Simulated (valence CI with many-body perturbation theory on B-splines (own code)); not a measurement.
**Xe XXI: key properties**

Level of theory: configuration interaction combined with many-body perturbation theory (CI+MBPT): six valence electrons over a frozen Dirac-Fock core [Ar] 3d10, radial functions for each j: 9 s, 9 p, 8 d, 6 f, 3 g, 1 h, with the one-electron correlation potential Σ1, the two-electron term Σ2, the three-electron term Σ3, Breit, model QED; selected CI, second order for the rest, scaled by the run's own slope (own B-spline code, finite nucleus).

No measured spectrum was set against this ion. As an estimate, levels hold to about 250 cm⁻¹ or 0.2 % of their energy and the worst to 1 %, as in measured heavy ions of charge 2 to 7; those with d or f electrons hold less well. Among the levels kept, up to 990 cm⁻¹ of a level comes from second order outside the variational space, and about a tenth of that is noise between levels of different J, which matters for small intervals.

Levels are named by their leading jj configuration (3d3/2^4 stands for four electrons in 3d with j = 3/2), which in mixed levels can hold well under half, so a name can repeat and another be missing.

Rates and lifetimes use the calculated energies. Strong lines usually hold to 10 to 20 %, long lifetimes can be off by a factor of two.

**Question.** What is the ground level?

**Answer.** (4s^2 4p1/2^2 4p3/2^2) J=2, composition 75 % 4s2 4p4 3P + 23 % 4s2 4p4 1D, g = 1.381.

**Question.** What is the ionisation energy?

**Answer.** 617.94 eV; NIST lists 616 ± 4 eV (theoretical).

**Question.** Name the longest-lived excited levels whose lifetime is computed, and their main decay.

**Answer.** (4s^2 4p1/2^2 4p3/2^2) J=0 at 39178 cm⁻¹ lives 585 ms, mostly by E2 to (4s^2 4p1/2^2 4p3/2^2) J=2; (4s^2 4p1/2^2 4p3/2 4d5/2) J=4 at 699790 cm⁻¹ lives 1.18 ms, mostly by M2 to (4s^2 4p1/2^2 4p3/2^2) J=2; (4s^2 4p1/2 4p3/2^2 4d3/2) J=4 at 815500 cm⁻¹ lives 96.1 μs, mostly by M1 to (4s^2 4p1/2^2 4p3/2 4d3/2) J=3. The lifetime of (4s^2 4p1/2 4p3/2^2 4d5/2) J=4 is too uncertain to give, and may be longer. The lifetime of (4s^2 4p1/2 4p3/2^2 4d5/2) J=5 is too uncertain to give, and may be longer.

**Question.** What are the static dipole polarisabilities of the lowest levels?

**Answer.** (4s^2 4p1/2^2 4p3/2^2) J=2 0.232 (tensor 0.0050); (4s^2 4p1/2^2 4p3/2^2) J=0 0.231; (4s^2 4p1/2 4p3/2^3) J=1 0.243 (tensor -0.0073); (4s^2 4p1/2 4p3/2^3) J=2 0.242 (tensor -0.019) bohr³, of which the core gives 0.0116.

**Question.** Where does the other parity begin?

**Answer.** At (4s 4p1/2^2 4p3/2^3) J=2, 534150 cm⁻¹.

**Question.** How well does LS coupling describe the low levels?

**Answer.** Among the lowest 20 levels the leading LS term, summed over configurations, holds 61 % on average. For single configurations the figures are 56 % in LS and 77 % in jj coupling. Terms mix most in the J = 2 level at 671680 cm⁻¹, where the leading one holds 32 %.

**Question.** Among levels below 957100 cm⁻¹, which E1 lines absorb most strongly from the ground level?

**Answer.** to (4s^2 4p1/2 4p3/2^2 4d3/2) J=3 at 10.86 nm, f = 0.773; to (4s^2 4p1/2 4p3/2^2 4d5/2) J=3 at 11.15 nm, f = 0.554; to (4s^2 4p1/2 4p3/2^2 4d3/2) J=2 at 11.32 nm, f = 0.409.
